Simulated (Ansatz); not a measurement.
Basis-set extrapolation for C$_{2}$H$_{6}$O$_{2}$Si, SMILES `OC[SiH]1CO1` (PBE0-D4/def2-TZVP geometry, frozen core, Ansatz 0.2.0). Multiplicity 1, RHF reference.

|  | def2-TZVPP | def2-QZVPP |
| --- | --- | --- |
| HF | -517.957004 | -517.977303 |
| MP2 correlation | -0.934343 | -1.003815 |
| CCSD(T) correlation | -1.005834 | not run |

Energies in hartree. Use E(X) = E(∞) + A·exp(−7.88·√X) for Hartree–Fock and E(X) = E(∞) + B·X^(−2.97) for correlation, with X = 3 and 4, and add CCSD(T) minus MP2 of the smaller set to the MP2 limit.

Question: What is the CCSD(T) energy at the basis-set limit?

Answer: HF limit: -517.977303 + (-0.020299) × 0.13774 = -517.98010. MP2 limit: -1.003815 + (-0.069472) × 0.74074 = -1.05528. Higher-order term: -1.005834 − (-0.934343) = -0.07149. Total: -519.10687 hartree, 90.4 kcal/mol below CCSD(T)/def2-TZVPP.
